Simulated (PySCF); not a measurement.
**Ionisation energy of Ge+ by level of theory**

Ge+ [Ar] 3d10 4s2 4p1 (2P) → Ge(2+) [Ar] 3d10 4s2 (1S), as a difference of total energies. Computed with PySCF 2.14 in cc-pVTZ-DK, with the spin-free X2C one-electron Hamiltonian (Gaussian nucleus). Correlated levels: valence: [Ar] 3d10 frozen. The calculations carry no spin-orbit coupling.

| method | ionisation energy (eV) |
| --- | --- |
| UHF | 15.246 |
| B3LYP | 15.845 |
| TPSS | 15.797 |
| MP2 (valence) | 15.483 |
| SCS-MP2 (valence) | 15.470 |

Question: Estimate what CCSD (valence) gives.

Answer: 15.555 eV, closest to MP2 (valence) among the rows shown.

Question: Estimate what CCSD(T) (valence) gives.

Answer: 15.576 eV, closest to MP2 (valence) among the rows shown.

Errors of the correlated levels include the incompleteness of this basis and the frozen core.

For comparison: 15.789 eV (measured; NIST levels, between the centres of gravity of the two terms).
